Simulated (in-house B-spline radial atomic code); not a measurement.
# RPA and G0W0 on r2SCAN0: neutral rubidium

Configuration [Kr] 5s1, highest spin, mean-field start r2SCAN0. Computed with a B-spline radial code for spherical atoms: all electrons, scalar-relativistic (spin-free one-electron X2C), finite nucleus, each spin shell either full or empty, empty states to l = 9 with an (l + 1/2)⁻⁴ tail; G0W0 by contour deformation at full frequency.

RPA overbinds a lone outer s electron by self-correlation, and G0W0 tends to as well.

Command:
```bash
python run_gw.py task.json out
```
Settings (radii: box in bohr, nucleus in fm):
```
Z                        37
electrons                37
configuration            [Kr] 5s1
hamiltonian              x2c
method                   r2scan0
lmax                     9
rms_radius               4.2036
spin_polarised           True
box_radius               40
intervals                73
ion_configuration        [Ar] 3d10 4s2 4p6
```

Run time, properties included: 15 s on 1 thread of Arm Neoverse N1 (shared host).

Energies (hartree):

```tsv
term	value
mean-field total	-2980.99976
Hartree-Fock functional on these orbitals	-2979.14285
direct second order	-2.9725
second-order exchange	0.86199
SOSEX correction	0.79659
```

**Question.** What is the RPA correlation energy, and what remains with SOSEX?

**Answer.** RPA gives -2.6027 hartree (-1.91 eV per electron); RPA + SOSEX gives -1.8061, and the second-order doubles -2.1105 hartree (no singles). RPA lacks exchange-type terms and so overcorrelates at short range.

Quasi-particle levels (eV):

| level | occupied | mean field | Σx - vxc | Σc | QP weight | G0W0 |
| --- | --- | --- | --- | --- | --- | --- |
| 5s up | yes | -2.906 | -0.89 | ? | ? | ? |

G0W0 = mean field + (Σx - vxc) + Σc, with Σc (partial-wave tail included) taken at the quasi-particle energy. Only the outer levels were computed. Levels of low weight are left out.

**Question.** Where does G0W0 put 5s up?

**Answer.** At -4.415 eV, with Σc = -0.62 eV and a quasi-particle weight of 0.852. The tabulated removal energy is 4.177 eV (NIST, measured); the calculation leaves out spin-orbit coupling, Breit and QED terms, and what these don't explain is the method's own error.

**Question.** What does it cost to remove one electron (to [Ar] 3d10 4s2 4p6) by differences of total energies, each species on its own start (correlation terms add to the Hartree-Fock functional)?

**Answer.** r2SCAN0 4.107 eV, Hartree-Fock functional 3.777 eV, + RPA 4.468 eV, + RPA + SOSEX 4.094 eV, + second order 4.330 eV. Tabulated: 4.177 eV (NIST, measured); the calculation leaves out spin-orbit coupling, Breit and QED terms, and what these don't explain is the method's own error.
